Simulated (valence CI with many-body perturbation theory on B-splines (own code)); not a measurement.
Values are calculated unless marked as measured or tabulated.
## A CI+MBPT run for Yb⁴⁹⁺

The program does CI of the valence electrons with many-body perturbation theory for a frozen closed Dirac-Fock core.

Command, and the settings that its task file holds:

```sh
python run_cv.py task.json out
```

```
atom Yb  Z=70  mass_number=174  rms_radius_fm=5.3108
core [Ar]
valence 3d3
avg = 1
basis = S
breit = 1
cap = 10000
capref = 1200
cscale = 1
de = 0.0
dress = 0
eps = 2e-08
extrap = 1
h = 0.27
hh = 1
l2 = 3
lcore = 6
maxit = 60
n2 = 5
natural = 1
nlev = 21
nno = [3, 3, 3, 3, 1]
nroot = 26
ns = 4
nsp = [3, 3, 2, 2, 0]
pt2 = 1
qed = 1
rpa = 1
s1 = 1
s2 = 1
s3 = 0
screen = 1
tol = 2e-05
whole = 1
```

Log. The first blocks belong to the next ion, which gives the ionisation energy. Fields: 2J, parity (1 odd), roots, reference size, generating configurations, candidates as configurations/state functions, variational space P, stored matrix elements, Davidson steps; e2 is the range of second-order energies in hartree. The first line gives the box (bohr), its intervals, the orbitals and the steps of their self-consistent field. Window is the range of levels sought, series limit the energy at which the first omitted orbital would enter, core excitation an estimate of the first excitation out of the core, left out the lowest levels not solved, and shifts from estimates the range by which levels moved from their first estimate, all in cm⁻¹.

```
rmax 2.3 intervals 56 orbitals 40 references ['3d3', '3d2 4s', '3d2 4p'] scf 2 t 1.1
2J=4 par=0 roots 2 ref 42 generators 3 cand 293/293 P 314/314 nnz 0 it 0
2J=4 par=0 roots 2 ref 42 generators 3 cand 21/21 P 328/328 nnz 0 it 0
   second order: generators 4 cand 7/7 e2 -0.00000 -0.00000
2J=0 par=0 roots 2 ref 17 generators 2 cand 108/108 P 122/122 nnz 0 it 0
2J=0 par=0 roots 2 ref 17 generators 2 cand 3/3 P 124/124 nnz 0 it 0
   second order: generators 2 cand 1/1 e2 -0.00000 -0.00000
2J=6 par=0 roots 2 ref 32 generators 2 cand 250/250 P 252/252 nnz 0 it 0
2J=6 par=0 roots 2 ref 32 generators 3 cand 30/30 P 269/269 nnz 0 it 0
   second order: generators 5 cand 13/13 e2 -0.00000 -0.00000
reference levels 431, estimated 19, window 1529533 1/cm; series limit 23386422, core excitation 2168413
2J=3 par=0 roots 5 ref 31 generators 4 cand 182/354 P 721/1797 nnz 0 it 3
2J=3 par=0 roots 5 ref 31 generators 4 cand 90/152 P 761/1887 nnz 0 it 4
   second order: generators 7 cand 793/1828 e2 -0.00000 -0.00000
2J=5 par=0 roots 5 ref 33 generators 3 cand 213/473 P 719/2065 nnz 0 it 4
2J=5 par=0 roots 5 ref 33 generators 3 cand 98/202 P 771/2193 nnz 0 it 3
   second order: generators 5 cand 795/2134 e2 -0.00000 -0.00000
2J=7 par=0 roots 3 ref 25 generators 2 cand 213/497 P 659/1837 nnz 0 it 3
2J=7 par=0 roots 3 ref 25 generators 2 cand 109/244 P 720/2000 nnz 0 it 3
   second order: generators 2 cand 48/81 e2 -0.00000 -0.00000
2J=9 par=0 roots 3 ref 18 generators 3 cand 177/326 P 566/1459 nnz 0 it 4
2J=9 par=0 roots 3 ref 18 generators 3 cand 99/156 P 602/1531 nnz 0 it 3
   second order: generators 3 cand 63/84 e2 -0.00000 -0.00000
2J=1 par=0 roots 2 ref 19 generators 2 cand 169/250 P 630/1003 nnz 0 it 0
2J=1 par=0 roots 2 ref 19 generators 2 cand 90/124 P 666/1064 nnz 0 it 0
   second order: generators 2 cand 54/63 e2 -0.00000 -0.00000
2J=11 par=0 roots 1 ref 6 generators 1 cand 169/269 P 385/864 nnz 0 it 0
2J=11 par=0 roots 1 ref 6 generators 1 cand 117/179 P 425/939 nnz 0 it 0
   second order: generators 1 cand 77/104 e2 -0.00000 -0.00000
left out: unestimated 14023875, estimated none, shifts from estimates -0 to 1
```

Q: What became of the run, and why?

A: It gave no result: the setting left no core shell for the response of the core. The program said: "need at least one array to concatenate".
